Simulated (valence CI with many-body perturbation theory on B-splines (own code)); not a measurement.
Basis-set convergence for Pm XL

Calculated by configuration interaction combined with many-body perturbation theory (CI+MBPT): four valence electrons over a frozen Dirac-Fock core [Ar], a basis of 7 s, 7 p, 8 d, 6 f, 4 g, 1 h functions for each j, with the one-electron correlation potential Σ1, the two-electron term Σ2, the three-electron term Σ3, Breit, model QED; selected CI, second order for the rest, scaled by the run's own slope (own B-spline code, finite nucleus).

The last digits are not significant, and no measured levels were compared; by estimate large intervals hold to a few tenths of a per cent, small ones and those within an open d or f shell to about a per cent. Only levels of the ground parity were solved; by the run's estimate the other parity begins above the list, which can be wrong where configurations are misplaced.

The reference run has the lowest level (3d3/2^4) J=0 and an ionisation energy of 2892.40 eV. Its largest variational space holds 17861 state functions.

Levels are named by their leading jj configuration (3d3/2^4 stands for four electrons in 3d with j = 3/2), which in mixed levels can hold well under half, so a name can repeat and another be missing. Letters in brackets count levels of one name in rising energy.

Changed runs:
A. basis 6 s, 6 p, 5 d, 5 f, 1 g
B. basis 5 s, 5 p, 4 d, 4 f

Excitation energies of the reference run in cm⁻¹, and shifts in cm⁻¹:

```tsv
Level	Reference	A	B
(3d3/2^3 3d5/2) J=1	175981	-237	-415
(3d3/2^3 3d5/2) J=2	252181	-170	-101
(3d3/2^3 3d5/2) J=4	254060	+22	+282
(3d3/2^3 3d5/2) J=3	278772	-80	+143
(3d3/2^2 3d5/2^2) J=0 [a]	409811	-197	-355
(3d3/2^2 3d5/2^2) J=4 [a]	426929	-196	-141
(3d3/2^2 3d5/2^2) J=2 [a]	430110	-62	+270
(3d3/2^2 3d5/2^2) J=3 [a]	441820	-169	+32
(3d3/2^2 3d5/2^2) J=5	468699	-49	+346
(3d3/2^2 3d5/2^2) J=6	487623	+33	+578
(3d3/2^2 3d5/2^2) J=1	487971	-42	+352
(3d3/2^2 3d5/2^2) J=4 [b]	517353	+72	+589
Ionisation energy (eV)	2892.40	-0.09	-0.14
```
